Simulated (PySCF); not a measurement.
Zn(Cl)2, SMILES [Cl][Zn][Cl] (Cl₂Zn) (PBE0/def2-SVP optimised geometry):

```
3

Zn     0.000     0.001     0.000
Cl    -2.097    -0.001     0.000
Cl     2.097     0.001     0.000
```

Level of theory: PBE0/def2-TZVP (PySCF).

Question: What are the frontier orbital energies and the dipole moment?

Answer: HOMO-2 -9.57 eV, HOMO-1 -9.14 eV, HOMO -9.14 eV, LUMO -1.73 eV, LUMO+1 -0.41 eV; dipole moment 0.00 D.

Meta-Löwdin charges at PBE0/def2-TZVP: Zn1 1.25, Cl2 -0.62, Cl3 -0.62.
